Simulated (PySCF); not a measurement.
B3LYP has the VWN-RPA correlation part, as in Gaussian. Excitations are Tamm–Dancoff values on a coarser integration grid. The basis has no diffuse functions, so Rydberg states are missing or too high.

F4Sn, SMILES `[F][Sn]([F])([F])[F]` (charge 0, multiplicity 1)

Method: PySCF with B3LYP-D3(BJ)/def2-TZVP // PBE0-D4/def2-SVP.

```yaml
HOMO: -12.07 eV
dipole_moment: 0.00 D
HOMO–LUMO gap: 7.74 eV
LUMO: -4.34 eV
S1 excitation (TDA): 6.29 eV
S1 oscillator strength: 0.000
total_energy: -16709.04 eV
cost: roughly 2.9 core-minutes
```

```xyz
5

F     -1.0937    -1.4012    -0.6779
Sn     0.0000     0.0000     0.0000
F     -1.0623     1.5524     0.2840
F      0.7802    -0.5447     1.6473
F      1.3758     0.3935    -1.2535
```
Charge 0, spin multiplicity 1.
